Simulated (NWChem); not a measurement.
C3, singlet; SMILES [C]=C=[C]

Computed with NWChem. Pople sets run with spherical d functions. Low-valent species are run as closed-shell singlets; no triplet was tried in these runs. Each level has its own optimisation; frequencies are unscaled.

```
level                                 r C–C (Å)  highest harmonic frequency (cm⁻¹)  lowest (cm⁻¹)  zero-point energy (kcal/mol)
------------------------------------  ---------  ---------------------------------  -------------  ----------------------------
BLYP/def2-SVP                             1.310                               2089            169                           4.9
B3LYP/def2-TZVP                           1.287                               2146            122                           5.0
LDA (Slater exchange, VWN5)/def2-SVP      1.302                               2141     (withheld)                           5.0
B3LYP/6-31G*                              1.297                               2162            185                           5.1
```

Problem. Complete the blanks.

Solution. 
- LDA (Slater exchange, VWN5)/def2-SVP, lowest (cm⁻¹): 154
